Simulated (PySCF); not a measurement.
BrHg (SMILES [Br][Hg]), doublet, at a GFN2-xTB geometry (such geometries of metal compounds can be far from the true shape) (the spin is typed, not shown lowest) (core potentials on Hg); DF-B3LYP5/def2-SVPD run with PySCF.

Here is a job for PySCF.
```python
from pyscf import gto, scf, dft

mol = gto.Mole()
mol.atom = '''
    Hg   -0.00000000   -0.00000000   -0.92386974
    Br    0.00000000    0.00000000    2.11170226
'''
mol.basis = 'def2-svpd'
mol.ecp = {'Hg': 'def2-svpd'}
mol.spin = 1
mol.verbose = 4
mol.build()

mf = dft.UKS(mol)
mf.xc = 'b3lyp5'
mf = mf.density_fit(auxbasis='def2-universal-jkfit')
mf.kernel()
```

What does PySCF print? Leave out banner, timings and long lists.


```
PySCF version 2.14.0

[INPUT] verbose = 4
[INPUT] num. atoms = 2
[INPUT] num. electrons = 55
[INPUT] charge = 0
[INPUT] spin (= nelec alpha-beta = 2S) = 1
[INPUT] symmetry False subgroup None
[INPUT] Mole.unit = angstrom
[INPUT] Symbol           X                Y                Z      unit          X                Y                Z       unit  Magmom
[INPUT]  1 Hg     0.000000000000   0.000000000000  -0.923869740000 AA    0.000000000000   0.000000000000  -1.745860783373 Bohr   0.0
[INPUT]  2 Br     0.000000000000   0.000000000000   2.111702260000 AA    0.000000000000   0.000000000000   3.990538928025 Bohr   0.0

nuclear repulsion = 122.027758736739
number of shells = 28
number of NR pGTOs = 143
number of NR cGTOs = 76
basis = def2-svpd
ecp = {'Hg': 'def2-svpd'}

******** <class 'pyscf.df.df_jk.DFUKS'> ********
method = DFUKS
initial guess = minao
damping factor = 0
level_shift factor = 0
DIIS = <class 'pyscf.scf.diis.CDIIS'>
diis_start_cycle = 1
diis_space = 8
diis_damp = 0
SCF conv_tol = 1e-09
SCF conv_tol_grad = None
SCF max_cycles = 50
direct_scf = False
number electrons alpha = 28  beta = 27
XC library pyscf.dft.libxc version 7.1.2
    S. Lehtola, C. Steigemann, M. J. T. Oliveira, and M. A. L. Marques,  SoftwareX 7, 1–5 (2018)
XC functionals = b3lyp5
    P. A. M. Dirac,  Math. Proc. Cambridge Philos. Soc. 26, 376 (1930)
    F. Bloch,  Z. Phys. 57, 545 (1929)
    A. D. Becke,  Phys. Rev. A 38, 3098 (1988)
    C. Lee, W. Yang, and R. G. Parr,  Phys. Rev. B 37, 785 (1988)
    B. Miehlich, A. Savin, H. Stoll, and H. Preuss,  Chem. Phys. Lett. 157, 200 (1989)
    S. H. Vosko, L. Wilk, and M. Nusair,  Can. J. Phys. 58, 1200 (1980)
radial grids:
    Treutler-Ahlrichs [JCP 102, 346 (1995); DOI:10.1063/1.469408] (M4) radial grids

becke partition: Becke, JCP 88, 2547 (1988); DOI:10.1063/1.454033
pruning grids: <function nwchem_prune>
grids dens level: 3
symmetrized grids: False
atomic radii adjust function: <function treutler_atomic_radii_adjust>
small_rho_cutoff = 0
Set gradient conv threshold to 3.16228e-05
tot grids = 44168
******** <class 'pyscf.df.df.DF'> ********
auxbasis = def2-universal-jkfit
init E= -2714.40812662431

cycle= 1 E= -2726.1470433642  delta_E= -11.7  |g|= 1.36  |ddm|= 11.1
cycle= 2 E= -2696.4215692824  delta_E= 29.7  |g|= 4.11  |ddm|=  8.9
cycle= 3 E= -2726.76601803896  delta_E= -30.3  |g|= 0.743  |ddm|= 8.29
cycle= 4 E= -2726.97564187872  delta_E= -0.21  |g|= 0.563  |ddm|= 2.58
cycle= 5 E= -2727.18837244877  delta_E= -0.213  |g|= 0.159  |ddm|= 0.851
cycle= 6 E= -2727.21009623152  delta_E= -0.0217  |g|= 0.0456  |ddm|= 0.474
cycle= 7 E= -2727.21141913507  delta_E= -0.00132  |g|= 0.0298  |ddm|= 0.122
cycle= 8 E= -2727.21205740224  delta_E= -0.000638  |g|= 0.00892  |ddm|= 0.0488
cycle= 9 E= -2727.21212723369  delta_E= -6.98e-05  |g|= 0.00486  |ddm|= 0.0227
cycle= 10 E= -2727.21214088826  delta_E= -1.37e-05  |g|= 0.000616  |ddm|= 0.00727
cycle= 11 E= -2727.21214127297  delta_E= -3.85e-07  |g|= 0.000134  |ddm|= 0.00224
cycle= 12 E= -2727.21214128414  delta_E= -1.12e-08  |g|= 6.32e-05  |ddm|= 0.000391
cycle= 13 E= -2727.21214128747  delta_E= -3.32e-09  |g|= 8.52e-06  |ddm|= 0.000114
cycle= 14 E= -2727.21214128754  delta_E= -7.19e-11  |g|= 3.19e-06  |ddm|= 2.39e-05
Extra cycle  E= -2727.21214128753  delta_E= 4.55e-12  |g|= 3.47e-06  |ddm|= 1.04e-05
converged SCF energy = -2727.21214128753  <S^2> = 0.75510025  2S+1 = 2.0050938
```
